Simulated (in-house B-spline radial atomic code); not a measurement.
Configurations of V4+, with energies counted from [Ar] 3d1. Computed with a radial B-spline atomic code at the basis-set limit: scalar-relativistic (X2C) PBE0, spin-polarised, spherical fractional occupations, exact exchange averaged over the configuration, Fermi nucleus of rms radius 3.6002 fm. Shells without spins written out take the highest spin.

Occupations are held fixed; configurations that lie above the ionisation limit could autoionise.

```json
{"configuration": "[Ne] 3s2 3p5 3d2", "E - E(ref) (eV)": "38.738", "highest orbital": "3d up", "its <r> (bohr)": "1.063"}
{"configuration": "[Ar] 4f1", "E - E(ref) (eV)": "43.352", "highest orbital": "4f up", "its <r> (bohr)": "3.381"}
{"configuration": "[Ne] 3s2 3p5 3d1 4s1", "E - E(ref) (eV)": "58.471", "highest orbital": "4s up", "its <r> (bohr)": "2.226"}
{"configuration": "[Ne] 3s2 3p5 3d1 4p1", "E - E(ref) (eV)": "65.762", "highest orbital": "4p up", "its <r> (bohr)": "2.445"}
```

(1) Order these further configurations by energy, lowest first.
A. [Ne] 3s2 3p5 3d1 4f1
B. [Ar] 4p1
C. [Ar] 4d1
D. [Ar] 4s1

## Answers

(1) D (18.483 eV), B (25.689 eV), C (36.102 eV), A (83.651 eV).
